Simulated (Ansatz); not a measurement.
`OCBBr`, charge 0, multiplicity 1.

Question: Give a relaxed structure at PBE0-D4/def2-TZVP (Ansatz). (Best estimate.)

Answer: The calculation gave: 
```xyz
8

O    -1.050   -0.787    0.889
C    -0.661    0.015   -0.194
B     0.827    0.400   -0.373
Br    2.138   -0.215    0.873
H    -0.266   -1.002    1.405
H    -1.224    0.966   -0.181
H    -0.970   -0.456   -1.144
H     1.206    1.079   -1.274
```
Point group Cs.
